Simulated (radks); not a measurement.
Results of a calculation; reference values are marked as such.
Question: These are the eigenvalues of the occupied orbitals of an atom or ion with whole-number occupations (eV). Code: a radial shooting solver on a logarithmic mesh with Libxc functionals. Model: scalar-relativistic Kohn-Sham, PBE, spin-unpolarised, spherical densities, point nucleus.

| orbital | eigenvalue |
|---|---|
| 1s | -33303.83 |
| 2s | -5415.306 |
| 2p | -4893.388 |
| 3s | -1336.678 |
| 3p | -1167.518 |
| 3d | -915.6812 |
| 4s | -461.6736 |
| 4p | -404.9149 |
| 4d | -320.3673 |

Which element is it, and in what charge state? The configuration may be excited.

Answer: Z = 53, iodine, charge +14: I14+ in [Kr] 4d3. The list shows which subshells hold electrons but not how many an open one holds; the 1s level, -1223.9 hartree, gives Z - s = 49.5 by -(Z - s)^2/2, which with screening and relativity narrows Z to a few neighbours, and the depths of the outer levels then fix element, charge and occupations together.
